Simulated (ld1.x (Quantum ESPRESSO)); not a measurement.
**An all-electron radial function and its pseudo partner (sulfur)**

Columns: radius, all-electron u(r) and pseudo u(r) of the 3p shell (level -9.27 eV) of sulfur in the configuration [Ne] 3s2 3p3.75; PBEsol, scalar-relativistic, TM scheme, ld1.x (Quantum ESPRESSO) 7.5.

```csv
r (bohr),all-electron,pseudo
0.070,0.1019,-0.0041
0.140,0.2402,-0.0164
0.210,0.3214,-0.0365
0.280,0.3363,-0.0636
0.350,0.2986,-0.0971
0.420,0.2257,-0.1358
0.490,0.1321,-0.1787
0.560,0.0289,-0.2248
0.630,-0.0761,-0.2731
0.700,-0.1778,-0.3229
0.770,-0.2728,-0.3735
0.840,-0.3593,-0.4243
0.910,-0.4364,-0.4747
0.980,-0.5040,-0.5239
1.050,-0.5620,-0.5706
1.120,-0.6106,-0.6134
1.190,-0.6504,-0.6509
1.260,-0.6818,-0.6819
1.330,-0.7058,-0.7058
1.400,-0.7229,-0.7229
1.470,-0.7340,-0.7340
1.540,-0.7398,-0.7398
1.610,-0.7409,-0.7409
1.680,-0.7379,-0.7379
1.750,-0.7314,-0.7314
1.820,-0.7221,-0.7221
```

(1) How many radial nodes do the two functions have?

(2) At about which radius was the pseudo-wave matched?

(3) Is the pseudo-wave norm-conserving?

Answers

(1) The all-electron 3p function has n − l − 1 = 1; the pseudo-wave has 0, since the states of the same l below it are removed with the core.

(2) 1.35 bohr. The columns agree to 0.0005 from 1.26 bohr on; several derivatives are matched, so the curves merge somewhat inside the radius.

(3) Yes: the TM scheme keeps the norm inside the radius equal to the all-electron one, which fixes the energy derivative of the logarithmic derivative at the level.
